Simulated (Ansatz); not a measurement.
B(NH3)Et3 (C₆H₁₈BN). Total charge 0; singlet. Geometry PBE-D4/def2-SVP.

```csv
atom,x (Å),y (Å),z (Å)
B1,0.101,0.009,0.010
N2,-1.557,-0.138,-0.147
H3,-2.045,0.542,0.455
H4,-1.869,-1.083,0.121
H5,-1.850,0.031,-1.121
C6,0.721,-0.926,-1.181
C7,0.415,-0.501,-2.625
H8,0.411,-1.990,-1.049
H9,1.826,-0.943,-1.041
H10,0.835,-1.195,-3.384
H11,-0.681,-0.455,-2.836
H12,0.815,0.509,-2.852
C13,0.431,-0.541,1.515
C14,0.137,-2.022,1.790
H15,-0.092,0.077,2.284
H16,1.513,-0.351,1.701
H17,0.349,-2.323,2.839
H18,-0.933,-2.288,1.613
H19,0.732,-2.691,1.133
C20,0.403,1.605,-0.186
C21,-0.185,2.555,0.868
H22,0.078,1.948,-1.197
H23,1.511,1.728,-0.198
H24,0.027,3.625,0.660
H25,-1.297,2.479,0.941
H26,0.205,2.337,1.884
```

LC-ωPBE has ω = 0.4 bohr⁻¹.

Task: Estimate the orbital energies around the gap (eV) in Ansatz with HF/STO-3G, PBE-D4/def2-SVP, r2SCAN-D4/def2-TZVP, CAM-B3LYP-D4/def2-TZVP, LC-ωPBE/def2-TZVP.

Result: 
```json
{"orbital": "HOMO−5", "HF/STO-3G": "-11.53", "PBE-D4/def2-SVP": "-7.78", "r2SCAN-D4/def2-TZVP": "-8.23", "CAM-B3LYP-D4/def2-TZVP": "-10.81", "LC-ωPBE/def2-TZVP": "-12.20"}
{"orbital": "HOMO−4", "HF/STO-3G": "-11.03", "PBE-D4/def2-SVP": "-7.26", "r2SCAN-D4/def2-TZVP": "-7.71", "CAM-B3LYP-D4/def2-TZVP": "-10.24", "LC-ωPBE/def2-TZVP": "-11.59"}
{"orbital": "HOMO−3", "HF/STO-3G": "-11.03", "PBE-D4/def2-SVP": "-7.26", "r2SCAN-D4/def2-TZVP": "-7.71", "CAM-B3LYP-D4/def2-TZVP": "-10.23", "LC-ωPBE/def2-TZVP": "-11.59"}
{"orbital": "HOMO−2", "HF/STO-3G": "-10.35", "PBE-D4/def2-SVP": "-6.73", "r2SCAN-D4/def2-TZVP": "-7.20", "CAM-B3LYP-D4/def2-TZVP": "-9.70", "LC-ωPBE/def2-TZVP": "-11.01"}
{"orbital": "HOMO−1", "HF/STO-3G": "-8.54", "PBE-D4/def2-SVP": "-5.59", "r2SCAN-D4/def2-TZVP": "-5.97", "CAM-B3LYP-D4/def2-TZVP": "-8.41", "LC-ωPBE/def2-TZVP": "-9.69"}
{"orbital": "HOMO", "HF/STO-3G": "-8.54", "PBE-D4/def2-SVP": "-5.58", "r2SCAN-D4/def2-TZVP": "-5.97", "CAM-B3LYP-D4/def2-TZVP": "-8.40", "LC-ωPBE/def2-TZVP": "-9.69"}
{"orbital": "LUMO", "HF/STO-3G": "13.61", "PBE-D4/def2-SVP": "-0.40", "r2SCAN-D4/def2-TZVP": "-0.22", "CAM-B3LYP-D4/def2-TZVP": "0.83", "LC-ωPBE/def2-TZVP": "2.20"}
{"orbital": "LUMO+1", "HF/STO-3G": "14.95", "PBE-D4/def2-SVP": "1.02", "r2SCAN-D4/def2-TZVP": "1.22", "CAM-B3LYP-D4/def2-TZVP": "2.19", "LC-ωPBE/def2-TZVP": "3.51"}
{"orbital": "LUMO+2", "HF/STO-3G": "15.45", "PBE-D4/def2-SVP": "1.03", "r2SCAN-D4/def2-TZVP": "1.22", "CAM-B3LYP-D4/def2-TZVP": "2.20", "LC-ωPBE/def2-TZVP": "3.51"}
{"orbital": "LUMO+3", "HF/STO-3G": "15.46", "PBE-D4/def2-SVP": "1.75", "r2SCAN-D4/def2-TZVP": "1.81", "CAM-B3LYP-D4/def2-TZVP": "2.65", "LC-ωPBE/def2-TZVP": "3.93"}
{"orbital": "LUMO+4", "HF/STO-3G": "17.01", "PBE-D4/def2-SVP": "2.11", "r2SCAN-D4/def2-TZVP": "2.16", "CAM-B3LYP-D4/def2-TZVP": "3.17", "LC-ωPBE/def2-TZVP": "4.49"}
{"orbital": "LUMO+5", "HF/STO-3G": "17.01", "PBE-D4/def2-SVP": "2.11", "r2SCAN-D4/def2-TZVP": "2.17", "CAM-B3LYP-D4/def2-TZVP": "3.17", "LC-ωPBE/def2-TZVP": "4.49"}
```
